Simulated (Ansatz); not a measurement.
Consider the cleavage of the Si–Si bond: `[SiH3][SiH]1C=CS1` + `[NH2][Al]([OH])[SH]` → `[NH2][Al]([SH])[O][SiH3]` + `C1=CS[SiH2]1`.

Program: Ansatz. Geometries: PBE0-D4/def2-TZVP. ΔE: electronic, gas phase. CBS: MP2 limit from def2 TZ/QZ plus the TZ coupled-cluster correction, frozen cores. Functionals use def2-TZVPP. B3LYP here is the variant with VWN-RPA as its local correlation; programs differ in this. One conformer a species, not always the lowest.

```json
{"level": "PBE-D4", "ΔE (kJ/mol)": "-78.3", "difference from CCSD(T)/CBS": "27.2"}
{"level": "r2SCAN-D4", "ΔE (kJ/mol)": "-99.4", "difference from CCSD(T)/CBS": "6.1"}
{"level": "PBE0-D4", "ΔE (kJ/mol)": "-88.4", "difference from CCSD(T)/CBS": "17.1"}
{"level": "ωB97X-V", "ΔE (kJ/mol)": "-105.2", "difference from CCSD(T)/CBS": "0.3"}
{"level": "B2PLYP", "ΔE (kJ/mol)": "-111.4", "difference from CCSD(T)/CBS": "-5.9"}
{"level": "r2SCAN", "ΔE (kJ/mol)": "-99.8", "difference from CCSD(T)/CBS": "5.7"}
{"level": "B3LYP", "ΔE (kJ/mol)": "-108.6", "difference from CCSD(T)/CBS": "-3.1"}
{"level": "HF/def2-TZVPP", "ΔE (kJ/mol)": "-139.2", "difference from CCSD(T)/CBS": "-33.7"}
{"level": "MP2/def2-TZVPP", "ΔE (kJ/mol)": "-111.3", "difference from CCSD(T)/CBS": "-5.8"}
{"level": "CCSD/def2-TZVPP", "ΔE (kJ/mol)": "-112.2", "difference from CCSD(T)/CBS": "-6.7"}
{"level": "CCSD(T)/def2-TZVPP", "ΔE (kJ/mol)": "-107.2", "difference from CCSD(T)/CBS": "-1.7"}
{"level": "HF/def2-QZVPP", "ΔE (kJ/mol)": "-141.7", "difference from CCSD(T)/CBS": "-36.2"}
{"level": "MP2/def2-QZVPP", "ΔE (kJ/mol)": "-111.2", "difference from CCSD(T)/CBS": "-5.7"}
{"level": "SCS-MP2/def2-QZVPP", "ΔE (kJ/mol)": "-118.1", "difference from CCSD(T)/CBS": "-12.6"}
{"level": "HF/CBS(def2)", "ΔE (kJ/mol)": "-142.1", "difference from CCSD(T)/CBS": "-36.6"}
{"level": "MP2/CBS(def2)", "ΔE (kJ/mol)": "-109.6", "difference from CCSD(T)/CBS": "-4.1"}
{"level": "CCSD(T)/CBS", "ΔE (kJ/mol)": "-105.5", "difference from CCSD(T)/CBS": "0"}
```

Largest T1 diagnostic among the species: 0.014.

The D4 term adds +3.5 kJ/mol with B3LYP and +1.9 kJ/mol with PBE0; it sums over pairs of atoms, weighted by their polarisabilities, and B3LYP, whose exchange is more repulsive, gets the larger term. From PBE to PBE0 (25 % exact exchange), in def2-TZVPP and without D4, ΔE moves by −9.9 kJ/mol.
